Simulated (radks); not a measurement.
Spherical quantum dot in the effective-mass picture: electrons in a hard-walled sphere of radius 1.95, with a point charge +1 (a donor) at the centre, all in effective atomic units (hartree* = m*/eps^2 hartree, bohr* = eps/m* bohr), one dielectric constant everywhere. Calculated with a radial shooting solver with Libxc functionals: non-relativistic Kohn-Sham, LDA (Slater exchange, Perdew-Wang correlation), spin-polarised, spherical densities. Levels are named by radial order and angular momentum (1s, 1p, 1d, 2s, ...), and open shells are averaged over m. Results are scaled to m* = 0.173 and eps = 9.6, for which hartree* = 51.08 meV and bohr* = 2.936 nm.

N = 23, configuration 1s2 1p6 1d10 2s2 1f(up 3, down 0). This is the lowest configuration that the search found. Occupied and some empty levels:

level,occupation,eigenvalue (meV),<r> (nm)
1s up,1,830.39,3.461
1s down,1,833.67,3.444
1p up,3,876.50,3.793
1p down,3,880.29,3.787
1d up,5,945.24,3.987
1d down,5,949.29,3.985
2s up,1,1019.1,2.516
2s down,1,1020.7,2.524
1f up,3,1035.1,4.132
1f down,0,1039.3,4.131
1g up,0,1144.6,4.248
1g down,0,1148.9,4.247
2p up,0,1162.8,2.979
2p down,0,1164.8,2.979
2d up,0,1311.4,3.258
2d down,0,1313.8,3.257

Energy (meV): total 12397.0, kinetic 4942.0, external -1045.0, Hartree 9455.8, exchange-correlation -955.86.

Electron density:

r (nm),n(r) (e/nm^3)
0.156,0.1107
0.442,0.09013
0.727,0.07271
1.01,0.05832
1.30,0.04696
1.58,0.03869
1.87,0.03356
2.15,0.03162
2.44,0.03271
2.72,0.03638
3.01,0.04176
3.29,0.04753
3.58,0.05200
3.86,0.05340
4.15,0.05028
4.44,0.04230
4.72,0.03053
5.01,0.01757
5.29,0.006739
5.58,0.0007926
